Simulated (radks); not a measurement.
The numbers below are computed, except where a source is named.
Se2+, configuration [Ar] 3d10 4s2 4p1 6p1 (not the ground configuration). Code: a radial shooting solver on a logarithmic mesh with Libxc functionals. Model: scalar-relativistic Kohn-Sham, r2SCAN, spin-unpolarised, spherical densities, finite nucleus; meta-GGA in the generalised Kohn-Sham scheme; Fermi nuclear charge, rms radius 4.14 fm. Some entries of the table are withheld. Estimate them.

| orbital | occ. | eigenvalue (eV) | <r^2> (bohr^2) |
|---|---|---|---|
| 1s | 2 | -12571.86 | 0.002618 |
| 2s | 2 | (1) | 0.04518 |
| 2p | 6 | -1456.214 | (2) |
| 3s | 2 | -251.9102 | 0.3774 |
| 3p | 6 | -189.4218 | (3) |
| 3d | 10 | -86.6703 | 0.4876 |
| 4s | 2 | -45.9374 | (4) |
| 4p | 1 | -32.5891 | 4.045 |
| 6p | 1 | -6.1367 | (5) |

Answer. 
(1) 2s eigenvalue (eV): -1653.459
(2) 2p <r^2> (bohr^2): 0.03585
(3) 3p <r^2> (bohr^2): 0.4056
(4) 4s <r^2> (bohr^2): 3.070
(5) 6p <r^2> (bohr^2): 78.67
